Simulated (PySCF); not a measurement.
Computed Raman spectrum (relative Raman activity) of a molecule C₂H₉FSi₂. Geometry optimised at PBE0-D3(BJ)/def2-SVP. One conformer was computed; it need not be the lowest. Computed with PBE0-D3(BJ)/def2-SVP (PySCF). Frequencies are harmonic and unscaled.

Lines under 2 % of the strongest are left out, and lines within 2 cm⁻¹ are merged.

```
ν (cm⁻¹)  relative intensity
--------  ------------------
538                      7.0
579                      3.4
634                      8.0
711                      5.7
748                      6.7
789                      3.4
859                      3.3
906                      8.8
938                      4.7
941                      7.2
945                       13
956                      8.8
1014                     4.0
1260                     2.2
1470                     6.7
1479                     8.1
2224                      80
2229                      50
2231                      44
2248                     100
2256                      62
3045                      78
3051                      44
3135                      35
3142                      49
```

Task: Identify the compound among the candidates.
A) C[Si](C)(F)[SiH3]
B) C[C@H]([SiH3])[SiH2]F
C) C[SiH2][SiH2]CF
D) C[Si@H]([SiH3])CF

Result: B, C[C@H]([SiH3])[SiH2]F
